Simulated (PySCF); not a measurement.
A structure optimised at PBE0-D3(BJ)/def2-TZVPD, used in a PySCF frequency run:

```
Si
H 1 1.4722
H 1 1.4722 2 120.00
H 1 1.4722 2 120.00 3 180.00
```
Charge +1, spin multiplicity 1.

### Question
Write its SMILES, formula and point group.

### Answer
[SiH3+], H₃Si, D3h

### Question
What are its rotational constants (standard atomic weights)?

### Answer
154.21, 154.21, 77.105 GHz
